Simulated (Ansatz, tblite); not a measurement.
Removing and adding an electron: Pd3Au. Total charge 0; doublet. Geometry: B3LYP-D4/def2-SVP. Ansatz, gas phase; energy differences of separate SCF runs; the oxidised species is a triplet (the singlet lies 0.63 eV higher at PBE0-D4/def2-TZVP); the reduced species is a singlet (the triplet lies 0.05 eV higher at PBE0-D4/def2-TZVPD).

```xyz
4

Pd    0.541   -1.392   -0.645
Pd    1.285    0.890    0.450
Pd   -0.869   -0.354    1.329
Au   -0.957    0.856   -1.134
```

In the def2 sets Au, Pd take a core potential; there is no spin–orbit coupling. The xTB rows come from tblite. HOMO above LUMO, or a gap near zero within one spin, warns that the state may not be the lowest or that an electron is smeared out. The structure comes from a short search, and lower isomers may exist.

```csv
level,−HOMO (eV),vertical IE (eV),−LUMO (eV),vertical EA (eV),HOMO–LUMO gap (eV),IE − EA (eV),remarks
GFN2-xTB,–,11.22,–,6.05,–,5.18,–
r2SCAN-D4/def2-TZVP,4.39,7.04,3.71,–,0.68,–,gap within one spin near zero (+1 triplet)
```

Estimate the rows for GFN1-xTB, PBE0-D4/def2-TZVP.


```
            level  −HOMO (eV)  vertical IE (eV)  −LUMO (eV)  vertical EA (eV)  HOMO–LUMO gap (eV)  IE − EA (eV)
         GFN1-xTB           –             12.69           –              6.63                   –          6.06
PBE0-D4/def2-TZVP        5.38              7.05        2.80                 –                2.58             –
```

Run but left out: PBE-D4/def2-TZVP (charge +1 triplet: an occupied level 0.14 eV above an empty one); PBE-D4/def2-TZVPD, r2SCAN-D4/def2-TZVPD (charge -1 singlet: an occupied level 0.02 to 0.08 eV above an empty one); PBE0-D4/def2-TZVPD (charge -1 singlet: restricted singlet whose occupied levels cross empty ones at other levels, untested at these).   HOMO and LUMO are the levels of the spin that leaves or enters (xTB has no such levels and no spin-polarisation term). Other spin states of the ions may lie lower, which would lower the ionisation energy or raise the affinity. Raw xTB energy differences between charge states are shifted by several eV; the methods need an empirical correction for them.
